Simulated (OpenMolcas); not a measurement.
## Ti3+: effect of the metal basis

Ti3+ with its 6 nearest fluoride ions at 1.965 Å, on the Ga site of K2NaGaF6 (a = 8.246 Å, distance in the model lattice 1.938 Å). The rest of the host is ab initio model potentials to 7.6 Å and point charges beyond; the distance is set by hand and nothing relaxes.

```json
{
 "Program": "OpenMolcas",
 "Method": "CASSCF",
 "Spin-orbit coupling": "RASSI with atomic mean-field integrals over the reference wave functions"
}
```

Fixed: ligand basis ANO-RCC-VDZP, active space 1 electron in 5 orbitals (3d), DKH2 Hamiltonian.

States (labels of O, the rotations of Oh). Energies in cm-1 above the lowest state or level, χT in cm3 K/mol; under a threefold ground state the first gap can be a small split of the lowest multiplet, not the spin-orbit step; 10Dq is the gap between the two states.

| Run | Metal basis | Ground state | First state of that spin | 10Dq | First gap with spin-orbit (degeneracies) | χT at 300 K | Cost |
| --- | --- | --- | --- | --- | --- | --- | --- |
| A | ANO-RCC-VDZP | 2T2 | 2E 17953 | 17953 | 216.7 (4, 2) | 0.445 | roughly 10 core-seconds |
| B | ANO-RCC-VTZP | 2T2 | 2E 17541 | 17541 | 216.2 (4, 2) | 0.446 | roughly 12 core-seconds |

Against A, |10Dq| changes by -2.3 % in B.

Costs are those of the RASSCF and RASSI steps.

An orbital triplet at a regular site is open to Jahn-Teller coupling, which can distort the site and quench the lowest spin-orbit gaps and is left out. Ligand-to-metal charge-transfer states are missing. With metal d orbitals alone and no dynamic correlation 10Dq can be off by a tenth to a fifth, either way, in oxide and fluoride hosts. No measured value stands beside these numbers; the geometry was set by hand and not optimised.
